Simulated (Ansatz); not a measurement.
C$_{3}$H$_{9}$Sb, SMILES `C[CH](C)[SbH2]`, 13 atoms. Charge 0, multiplicity 1. Correlated methods include outer-core shells of Sb, which these sets cover unevenly. Sb takes the def2 core potential. All runs use 4 threads of a server CPU on a shared host. Correlated methods freeze the cores.

Q: Give the basis size and wall time and peak host memory of each of these runs in Ansatz. RKS ωB97M-V/def2-SVP energy; RHF-CCSD(T)/def2-SVP energy; RHF-MP2/def2-QZVPP energy; direct RPA on PBE orbitals/def2-TZVPP energy; RKS revPBE-D4/def2-TZVPP energy; RKS PBE0-D4/def2-TZVP frequencies; RKS ωB97X-V/def2-TZVPP energy; RHF-CCSD(T)/def2-TZVPP energy; RKS ωB97M-V/def2-QZVPP energy; RKS SPW92/def2-TZVPP energy; RKS PBE0-D4/def2-SVP energy; RKS BLYP-D4/def2-TZVPP energy. (Best estimate.)

A: Computed: Other jobs shared the machine, so times are rough.

| level | job | functions | wall time | peak host memory (GiB) |
| --- | --- | --- | --- | --- |
| RKS PBE0-D4/def2-SVP | energy | 113 | 0.65 s | 0.27 |
| RKS SPW92/def2-TZVPP | energy | 269 | 0.85 s | 0.36 |
| RKS BLYP-D4/def2-TZVPP | energy | 269 | 1.2 s | 0.36 |
| RKS revPBE-D4/def2-TZVPP | energy | 269 | 1.2 s | 0.37 |
| RKS ωB97M-V/def2-SVP | energy | 113 | 1.9 s | 0.38 |
| direct RPA on PBE orbitals/def2-TZVPP | energy | 269 | 3.8 s | 0.84 |
| RHF-CCSD(T)/def2-SVP | energy | 113 | 4 s | 0.7 |
| RKS ωB97X-V/def2-TZVPP | energy | 269 | 4.3 s | 0.87 |
| RKS ωB97M-V/def2-QZVPP | energy | 523 | 12 s | 2.4 |
| RHF-MP2/def2-QZVPP | energy | 523 | 17 s | 4 |
| RKS PBE0-D4/def2-TZVP | frequencies | 197 | 110 s | 0.54 |
| RHF-CCSD(T)/def2-TZVPP | energy | 269 | 110 s | 7.7 |
